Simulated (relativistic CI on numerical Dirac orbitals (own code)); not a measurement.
**How well does a small relativistic CI reproduce Re⁴⁺?**

Computed by Dirac-Coulomb-Breit CI, separate exchange-only KLI orbitals for each configuration, model QED, valence Slater integrals scaled by 0.85, P86 correlation energy added to each configuration (own radial code, finite nucleus).

CI space (outside the closed core [Kr] 4d10 4f14 5s2): 5p6.5d3, 5p6.5d2.6s, 5p6.5d2.6p, 5p6.5d.6s2, 5p6.5d2.5f, 5p6.5d2.5g, 5p6.5d.6s.6p, 5p6.5d2.7s, 5p6.5d2.6d, 5p6.5d.5f2, 5p5.5d4, 5p6.5d2.7p, 5p6.5d.6p2, 5p6.5d2.7d, 5p6.5d2.6f, 5p6.5d.5g2. Levels of other configurations are missing.

```csv
Configuration,Term (tabulated),J,Measured (cm⁻¹),Computed,Error,Purity (%)
5p6.5d3,4F,3/2,0.0,0,0,87
5p6.5d3,4F,5/2,4853.0,4307,-546,96
5p6.5d3,4F,7/2,8972.9,8179,-793,90
5p6.5d3,4F,9/2,11913.9,11179,-735,70
5p6.5d3,4P,1/2,14325.4,14197,-128,68
5p6.5d3,2G,7/2,19012.9,18435,-578,88
5p6.5d3,2H,9/2,19966.8,19294,-673,56
5p6.5d3,4P,5/2,20922.1,20240,-682,91
5p6.5d3,2P,1/2,23668.8,22913,-756,67
5p6.5d3,2H,11/2,27076.9,26336,-741,100
5p6.5d3,2D,5/2,28738.8,27888,-851,88
5p6.5d3,2F,5/2,34161.8,33949,-213,87
5p6.5d3,2F,7/2,34625.3,34234,-392,95
5p6.5d3,2D,5/2,52467.1,51045,-1422,87
5p6.5d2.6s,4F,3/2,63506.4,68724,5218,93
5p6.5d2.6s,4F,5/2,66188.6,71311,5122,86
5p6.5d2.6s,4F,7/2,71889.1,76508,4619,96
5p6.5d2.6s,4F,9/2,77307.5,81626,4319,94
5p6.5d2.6s,4P,1/2,78208.6,83433,5225,94
5p6.5d2.6s,4P,3/2,81246.1,86126,4880,89
5p6.5d2.6s,2D,3/2,85741.6,90710,4968,69
5p6.5d2.6s,2F,7/2,86161.9,91004,4842,67
5p6.5d2.6s,2D,5/2,91992.4,96325,4333,58
5p6.5d2.6s,2G,9/2,92004.5,96577,4572,93
5p6.5d2.6s,2P,1/2,92326.7,97609,5282,91
5p6.5d2.6s,2G,7/2,93707.7,98173,4465,69
5p6.5d2.6s,2P,3/2,99336.1,104013,4677,82
5p6.5d2.6p,4G°,5/2,126234.6,130388,4153,64
5p6.5d2.6p,4G°,7/2,135906.8,139401,3494,76
5p6.5d2.6p,4D°,1/2,149050.0,152142,3092,84
5p6.5d2.6p,4D°,3/2,156212.5,158725,2513,71
5p6.5d2.6p,4G°,11/2,157629.2,159755,2126,94
5p6.5d2.6p,4P°,3/2,160748.4,163629,2880,64
5p6.5d2.6p,2G°,9/2,163341.1,166416,3075,85
5p6.5d2.6p,2D°,3/2,167335.2,170460,3125,67
```

Measured levels from measured levels as listed in Brasseur, Gamrath and Quinet, At. Data Nucl. Data Tables 157, 101636 (2024); pairs were made by configuration, J and term (by order where the table uses no LS term), so strongly mixed levels may be paired wrongly.

Mean error by configuration (cm⁻¹): 5p6.5d3 -655; 5p6.5d2.6s 4809; 5p6.5d2.6p 3057. Over the excited levels the mean absolute error is 2809 cm⁻¹ (34 of the 69 excited levels that our extract of the source holds in range could be paired, and the others can miss by more), and the median relative error of those above 1,000 cm⁻¹ is 3.3 %. Some levels of the ground configuration have no partner.
